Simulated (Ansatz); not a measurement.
Ansatz results at the PBE0-D4/def2-TZVP geometry: size of the dipole moment (ωB97M-V/def2-TZVPP) 2.73 D; HOMO energy (PBE/def2-TZVPP) -7.32 eV; LUMO energy (PBE0/def2-TZVPP) 0.22 eV.

Each molecule was computed in one conformer, which needn't be the lowest.

Which molecule gave them?
A. `O[SiH](O)/C=C\[SiH2]Cl`
B. `F[SiH](F)N[SiH2]Cl`
C. `O[SiH](O)C[SiH2]F`
D. `N[SiH2]O[SiH](N)O`

B. The others give `O[SiH](O)C[SiH2]F`: 1.11, -7.16, 0.11; `O[SiH](O)/C=C\[SiH2]Cl`: 2.57, -6.99, -1.39; `N[SiH2]O[SiH](N)O`: 2.94, -6.19, 0.50.
